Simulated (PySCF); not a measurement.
Cl₄Cr, SMILES [Cl][Cr-]([Cl])([Cl])[Cl] (connectivity only; charge and spin as stated), charge -1, multiplicity 4.

The structure is a stationary point at PBE-D3(BJ)/def2-SVPD. A frequency run showed that this geometry is not a minimum. The spin state was assumed, not searched.

Calculation: PySCF with PBE-D3(BJ)/def2-SVPD.

Frequencies are harmonic and unscaled.

Modes within 1.5 cm⁻¹ of each other (mostly degenerate sets) share a row, with their intensities summed.

| mode | ν (cm⁻¹) | IR (km/mol) | moving atoms (share of kinetic energy) |
|---|---|---|---|
| 1–2 | 48i | 1.8 | Cl 76 %, Cr 24 % |
| 3 | 65 | 0.0 | Cl 100 % |
| 4 | 115 | 0.0 | Cl 100 % |
| 5 | 140 | 0.4 | Cl 86 %, Cr 14 % |
| 6 | 291 | 0.0 | Cl 100 % |
| 7–8 | 342 | 183.6 | Cl 50 %, Cr 50 % |
| 9 | 398 | 113.1 | Cr 60 %, Cl 40 % |
